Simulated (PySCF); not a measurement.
SMILES CC(C)(C)c1cccnc1, C$_{9}$H$_{13}$N

Geometry:
```tsv
atom	x (Å)	y (Å)	z (Å)
C1	-1.786	0.077	1.382
C2	-1.173	-0.063	-0.012
C3	-1.655	-1.386	-0.626
C4	-1.652	1.112	-0.876
C5	0.354	-0.060	0.037
C6	1.090	0.057	1.218
C7	2.483	0.051	1.169
C8	3.106	-0.074	-0.069
N9	2.427	-0.186	-1.209
C10	1.101	-0.178	-1.147
H11	-1.495	-0.754	2.043
H12	-1.493	1.022	1.865
H13	-2.884	0.070	1.307
H14	-1.280	-1.521	-1.651
H15	-2.755	-1.412	-0.665
H16	-1.313	-2.245	-0.027
H17	-1.307	2.072	-0.462
H18	-1.280	1.039	-1.909
H19	-2.753	1.134	-0.918
H20	0.587	0.153	2.182
H21	3.076	0.141	2.081
H22	4.199	-0.082	-0.145
H23	0.583	-0.274	-2.108
```

Method used: PySCF, TDDFT CAM-B3LYP/def2-SVPD excited states, vertical, gas phase. Geometry: PBE0-D3(BJ)/def2-SVP.

(1) How strongly do the lowest singlets absorb one photon, and two photons of half the energy?

## Answers

(1) δ for parallel linear polarisation; σ at the peak of a Lorentzian of half width 0.1 eV, single beam; Ω is circular over linear.
| state | E (eV) | f | photon λ (nm) | δ (au) | σ (GM) | Ω | main |
| --- | --- | --- | --- | --- | --- | --- | --- |
| S1 | 5.03 | 0.004 | 493 | 0.92 | 0.01 | 1.50 | HOMO−1→LUMO 0.97 |
| S2 | 5.38 | 0.000 | 461 | 0.17 | 0.00 | 1.50 | HOMO−1→LUMO+1 0.99 |
| S3 | 5.50 | 0.055 | 451 | 2.74 | 0.03 | 1.42 | HOMO→LUMO 0.77, HOMO−2→LUMO+1 0.21 |
| S4 | 6.25 | 0.068 | 397 | 16.3 | 0.23 | 0.84 | HOMO→LUMO+1 0.77, HOMO−2→LUMO 0.21 |
| S5 | 7.13 | 0.000 | 348 | 37.9 | 0.70 | 1.50 | HOMO→LUMO+2 0.78, HOMO→LUMO+3 0.13 |
| S6 | 7.27 | 0.669 | 341 | 3.84 | 0.07 | 1.47 | HOMO−2→LUMO 0.54, HOMO−2→LUMO+1 0.19 |

Among these, the strongest one-photon state is S6, the strongest two-photon state S5, with a dipole change of 2.2 D (relaxed, norm of the difference vector).
